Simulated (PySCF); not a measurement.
Exercise with solution: refractive index and permittivity of the vapour

Ga(Cl)2(SiH3) (Cl2GaH3Si), SMILES [Ga]([SiH3])([Cl])[Cl].

The structure is a stationary point at B3LYP-D3(BJ)/def2-SVP. The structure was generated by enumeration; whether it is a known compound was not checked.

M06-2X/def2-TZVP (PySCF) gives a mean static polarisability of 81.5 bohr³ and a dipole moment of 2.93 D. Take an ideal gas at 298.15 K and 1 bar, whether or not the substance is that volatile.

Q: Work out n − 1 in the optical limit and the static ε − 1.

A: 
Polarisability volume α' = 81.5 × 0.148185 = 12.08 Å³. Number density N = p/kT = 2.43e-5 Å⁻³.
Dilute limit of Lorentz–Lorenz: n − 1 = 2π N α' = 0.0018.
Orientation term of Debye: μ²/(3kT) = 8.098 Å³ × μ²(D²) = 69.52 Å³.
ε − 1 = 4π N (α' + μ²/3kT) = 0.025. Orientation of the dipole supplies 85 % of the static response; it can't follow optical fields. Vibrational polarisation and dispersion are left out.
